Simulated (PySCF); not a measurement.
C₄H₈Ge. Atoms are numbered in the order given.

```xyz
13

Ge     0.0000     0.0000     0.5054
C     -1.5252     0.4744    -0.6002
C     -2.6892    -0.1890    -0.5757
C      1.5252    -0.4744    -0.6002
C      2.6892     0.1890    -0.5757
H     -0.4290    -1.1879     1.3871
H      0.4290     1.1879     1.3871
H     -1.4154     1.3232    -1.2899
H     -3.5325     0.0923    -1.2191
H     -2.8547    -1.0445     0.0911
H      1.4154    -1.3232    -1.2899
H      3.5325    -0.0923    -1.2191
H      2.8547     1.0445     0.0911
```

Coordinates come from a r2SCAN-D4/def2-SVP optimisation. One conformer was computed; it need not be the lowest.

Level of theory: PBE/def2-TZVP run with PySCF.

Symmetry labels are those of the subgroup C2 that the program uses (full group C2).

Computed valence orbital energies around the gap with their symmetry:
```tsv
orbital	symmetry	energy (eV)
HOMO−7	A	-10.75
HOMO−6	B	-9.82
HOMO−5	A	-9.66
HOMO−4	B	-8.10
HOMO−3	A	-7.79
HOMO−2	B	-7.37
HOMO−1	A	-6.73
HOMO	B	-6.61
LUMO	A	-1.54
LUMO+1	B	-1.11
LUMO+2	B	0.75
LUMO+3	A	0.75
```
